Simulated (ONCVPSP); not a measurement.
Pt: one change to an ONCV potential, before and after

ONCVPSP 4.0.1 input, shortened (lines: element, Z, core and valence counts, functional; n l f; lmax; l rc ep ncon nbas qcut; lloc lpopt rc5 dvloc0; l nproj debl; icmod fcfact rcfact), PBE, scalar-relativistic:

```
  Pt 78.00   10    4        4      upf
    1    0    2.00
    2    0    2.00
    2    1    6.00
    3    0    2.00
    3    1    6.00
    3    2   10.00
    4    0    2.00
    4    1    6.00
    4    2   10.00
    4    3   14.00
    5    0    2.00
    5    1    6.00
    5    2    9.00
    6    0    1.00
    2
    0    1.60    0.00    4    8    9.00
    1    1.85    0.00    4    8    6.20
    2    1.70    0.00    4    9    8.00
    4    5    1.55    4.00
    0    2    3.90
    1    2    2.10
    2    3    2.90
    0    0.00    0.00
```

Change: all radii scaled by about 1.10 (s 1.76, p 2.02, d 1.86 bohr); local potential polynomial inside 1.70 bohr (lpopt 5, dvloc0 4 Ha).

Cutoffs: the cutoffs (Ha) at which the residual kinetic energy of the hardest occupied pseudo-wave falls to 1 and 0.1 mHa per electron; they do not see the model core or the augmentation charge, which bear on the density cutoff. Errors are all-electron minus pseudo energies relative to the spin-unpolarised reference configuration.

Problem. How do hardness, ghosts and transferability respond?

Solution. The potential gets softer (26 Ha and 31 Ha → 23 Ha and 28 Ha); a bound ghost appears in s, which as a rule spoils a file; the errors of the 4 common tests hardly move. A larger radius leaves more room for a smooth pseudo-wave, so fewer plane waves are needed.

| quantity | base | changed |
| --- | --- | --- |
| cutoff, loose | 26 Ha | 23 Ha |
| cutoff, tight | 31 Ha | 28 Ha |
| loose cutoff by channel | s 26 Ha, p 15 Ha, d 20 Ha | s 23 Ha, p 14 Ha, d 20 Ha |
| bound ghosts | none | s |
| GHOST(+) flags under 300 eV | none | none |
| error for 5s2 5p6 5d9 6s0, meV [ΔE 9.19 eV] | -4.1 | -4.4 |
| error for 5s2 5p6 5d8 6s0, meV [ΔE 29.16 eV] | -5.4 | -5.7 |
| error for 5s2 5p6 5d7 6s0, meV [ΔE 61.38 eV] | -14 | -14 |
| error for 5s2 5p6 5d6 6s0, meV [ΔE 107.03 eV] | -35 | -35 |

 A true bound ghost makes a file unfit for plane-wave use even where its test errors are small: the radial tests pick states by their node count and pass the ghost by.
